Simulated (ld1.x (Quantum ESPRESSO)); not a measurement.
PBEsol RRKJ dataset for nickel (Ni), scalar-relativistic all-electron reference.

| Item | Value |
| --- | --- |
| Element | nickel (Ni) |
| Generator | ld1.x (Quantum ESPRESSO) 7.5 |
| Type | norm-conserving RRKJ (Kleinman–Bylander form) |
| Functional | PBEsol |
| Relativity | scalar-relativistic |
| Frozen core | [Ne] |
| Valence charge | 18 |
| Reference configuration | 3s2 3p6 3d7 4s0 4p0 (charge +3) |
| Partial waves | 3p (bound): rc 1.20 bohr; 3d (bound): rc 1.50 bohr; 3s (bound): rc 0.65 bohr |
| Local potential | the s channel |
| Core correction | Bessel-smoothed model core, default radius (core density twice the valence density) |

Estimate the cutoffs (Ry, on a coarse ladder) from which the occupation-weighted sum of valence levels, in a spherical-Bessel basis at the reference potential, stays within 10 and 1 mRy of its value at 400 Ry.

260 Ry and 300 Ry.

Does the potential have ghost states?

No extra level below or beside the all-electron valence levels (p, d, s, f tested).

Which valence shell sets the plane-wave cutoff?

3s: its level needs 300 Ry to come within 1 mRy, against 90 Ry for 3d.

Tests: 3s2 3p6 3d8 4s2 4p0; 3s2 3p6 3d8 4s1 4p0; 3s2 3p6 3d8 4s0 4p0; 3s2 3p6 3d8 4s1.5 4p0; 3s2 3p6 3d8.5 4s1.5 4p0; 3s1 3p6 3d8 4s2 4p0; 3s2 3p6 3d8 4s0 4p1. Which has the largest error in its energy relative to the reference configuration, and how large is it?

3s1 3p6 3d8 4s2 4p0, with -129 meV (all-electron minus pseudo) on +55.09 eV.
